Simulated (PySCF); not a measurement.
PySCF 2.14 output of an unrestricted PBEsol calculation on a single atom or ion in x2c-TZVPPall, with the spin-free X2C one-electron Hamiltonian (Gaussian nucleus):

```
SCF conv_tol = 1e-09
number electrons alpha = 35  beta = 28
    J. P. Perdew, A. Ruzsinszky, G. I. Csonka, O. A. Vydrov, G. E. Scuseria, L. A. Constantin, X. Zhou, and K. Burke.,  Phys. Rev. Lett. 100, 136406 (2008)
    J. P. Perdew, A. Ruzsinszky, G. I. Csonka, O. A. Vydrov, G. E. Scuseria, L. A. Constantin, X. Zhou, and K. Burke.,  Phys. Rev. Lett. 100, 136406 (2008)
cycle= 1 E= -10839.2163691613  delta_E= -0.0353  |g|= 0.223  |ddm|= 0.853
cycle= 2 E= -10839.2111101563  delta_E= 0.00526  |g|= 0.326  |ddm|= 0.319
cycle= 3 E= -10839.2226644016  delta_E= -0.0116  |g|= 0.0101  |ddm|= 0.191
cycle= 4 E= -10839.2228985175  delta_E= -0.000234  |g|= 0.00555  |ddm|= 0.0601
cycle= 5 E= -10839.2230226384  delta_E= -0.000124  |g|= 0.0026  |ddm|= 0.0435
cycle= 6 E= -10839.2231073209  delta_E= -8.47e-05  |g|= 0.00109  |ddm|= 0.0722
cycle= 7 E= -10839.223107052  delta_E= 2.69e-07  |g|= 0.00166  |ddm|= 0.00616
cycle= 8 E= -10839.2231078418  delta_E= -7.9e-07  |g|= 0.000354  |ddm|= 0.00386
cycle= 9 E= -10839.223107897  delta_E= -5.53e-08  |g|= 2.21e-05  |ddm|= 0.00147
cycle= 10 E= -10839.2231078981  delta_E= -1.11e-09  |g|= 1.23e-06  |ddm|= 0.000206
cycle= 11 E= -10839.2231078982  delta_E= -2.18e-11  |g|= 1.59e-07  |ddm|= 3.32e-05
converged SCF energy = -10839.2231078982  <S^2> = 15.938281  2S+1 = 8.0469326
```

The run itself started from symmetry-adapted Hartree-Fock orbitals and held the occupation by maximum overlap, on a logarithmic radial grid, so the iterations belong to that start.

Which element, charge and spin multiplicity is this?

Eu (europium, neutral), multiplicity 8; the state was [Xe] 4f6 5d1 6s2, one real determinant (an excited configuration).

⟨L²⟩ = 18.64 against 30 for a pure H term, so this real determinant mixes terms. Spin-orbit coupling, absent here, splits the open shell strongly. ⟨S²⟩ = 15.94 against 15.75 shows spin contamination.
